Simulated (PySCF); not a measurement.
**Telling isomers of C7H4N4 apart by NMR**

In vacuum, equivalent nuclei averaged, relativity neglected, single conformer. Shielding tensors at PBE0/pcSseg-1 (GIAO); geometry: GFN2-xTB; PySCF 2.14.0 with density-fitted response routines.

δ = σ(ref) − σ, references computed at the same level: ¹H (σref 31.72) and ¹³C (σref 186.93) vs TMS. Where no couplings were computed, multiplicities follow the n + 1 count of equivalent neighbours, and m marks all less simple cases (inequivalent or close neighbours, rings, F or P nearby). Shifts are as computed. Against solution values, carbons near 30 ppm lie about +3 ppm off and those near 130 ppm about +5 ppm (rms about the fit 2.1 ppm; single classes can miss by 10 ppm). Of 1328 compounds with measured shifts, 309 miss one by over three times the rms of a fit or turn the order of signals round; such compounds aren't used in these exercises. Signals without a measured value on file couldn't be tested in this way; 1H shifts scatter by 0.2 ppm about their fit, and single ones miss by 0.5 ppm.

(1) Tabulate the signals of `N#Cc1cccc2cnnn12`, `N#Cc1nnn2ccccc12` and their relative energies.

(2) What is the quickest way to tell N#Cc1cccc2cnnn12 from N#Cc1nnn2ccccc12?

## Answers

(1) 
```tsv
SMILES	carbon types	δC	δH	E rel. (kcal/mol)
N#Cc1cccc2cnnn12	3×C 4×CH	141.3, 131.5, 131.1, 128.7, 127.8, 117.9, 114.3	8.42 (m, 1H), 8.22 (d, 1H), 7.73 (d, 1H), 7.45 (m, 1H)	6.2
N#Cc1nnn2ccccc12	3×C 4×CH	146.3, 133.4, 130.9, 124.7, 121.4, 117.6, 116.9	9.05 (d, 1H), 8.35 (d, 1H), 7.76 (m, 1H), 7.40 (m, 1H)	0.0
```

Energies are electronic energies at PBE0/pcSseg-1 on these geometries, without zero-point or thermal terms, each for the one conformer computed, which needn't be the lowest.

(2) Both give the same number of carbon signals, with the same numbers of each carbon type, so the positions decide. The first has a ring-fusion aromatic carbon (C) at 141.3 ppm, the second an aromatic CH at 121.4 ppm. Their most deshielded carbons lie at 141.3 and 146.3 ppm. In the proton spectra the most deshielded non-exchanging signals are 8.42 (m, 1H) and 9.05 (d, 1H).
